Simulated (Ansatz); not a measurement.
A nudged elastic band was laid between two geometries of Cl2GeH2 + H (6 atoms, charge 0, multiplicity 2).

Level of theory: UKS PBE-D4/def2-SVP (Ansatz 0.2.0).

- movable images: 7
- climbing image: yes
- spring: 5.0 eV/Å²
- optimiser: quadratic models (default)
- start path: through a guess of the saddle point
- force threshold: 0.05 eV/Å
- iteration limit: 60
- end points: relaxed

Initial state:

```xyz
6
Properties=species:S:1:pos:R:3
Ge -0.007 -0.012 -0.056
H 0.027 0.047 1.499
Cl 2.035 0.000 -0.788
Cl -1.017 1.762 -0.788
H -0.719 -1.247 -0.656
H -0.002 -0.003 3.355
```

Final state:

```xyz
6
Properties=species:S:1:pos:R:3
Ge -0.001 -0.003 -0.372
H 0.014 0.024 2.733
Cl 2.051 0.004 -1.132
Cl -1.021 1.778 -1.132
H -0.719 -1.246 -1.033
H -0.006 -0.010 3.502
```

(1) What changes between the two ends?

(2) Give the energies along the band, and the barrier.

## Answers

(1) Bonds broken: Ge1–H2. Bonds formed: H2–H6. Cl2GeH2 + H becomes Cl2GeH + H2.

(2) It converged. The highest image is number 0 of 0 to 8, 0.000 eV above the first end and 0.994 eV above the last; the last end lies 0.994 eV below the first. The highest image is an end point: on this band no image between the ends rises above it. A vibrational analysis next to that end finds imaginary modes (270i cm⁻¹), so it isn't a minimum.

```csv
image,path coordinate (Å),energy (eV),Ge1–H2 (Å),H2–H6 (Å)
0,0.00,0.000,1.56,1.86
1,0.02,-0.001,1.56,1.83
2,0.30,-0.038,1.61,1.48
3,0.59,-0.373,1.82,1.08
4,0.87,-0.858,2.15,0.80
5,1.15,-0.938,2.39,0.78
6,1.44,-0.975,2.62,0.77
7,1.72,-0.990,2.86,0.77
8,2.00,-0.994,3.11,0.77
```

Time of the run: 110 s on 2 threads of Arm Neoverse V1, on a shared host, peak memory 0.15 GiB.
